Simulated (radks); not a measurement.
These are the eigenvalues of the occupied orbitals of an atom or ion with whole-number occupations (eV). Calculated with a radial shooting solver on a logarithmic mesh with Libxc functionals: Dirac Kohn-Sham, BLYP, spin-unpolarised, spherical densities, point nucleus.

orbital  eigenvalue
1s1/2       -6.5315

Which element is it, and in what charge state? The configuration may be excited. Open shells, if any, fill j = l - 1/2 first.

Answer. Z = 1, hydrogen, charge 0: H in 1s1. The 1s level, -0.24003 hartree, gives Z - s = 0.7 by -(Z - s)^2/2, which with screening and relativity narrows Z to a few neighbours, and the depths must fix Z and the occupations together.
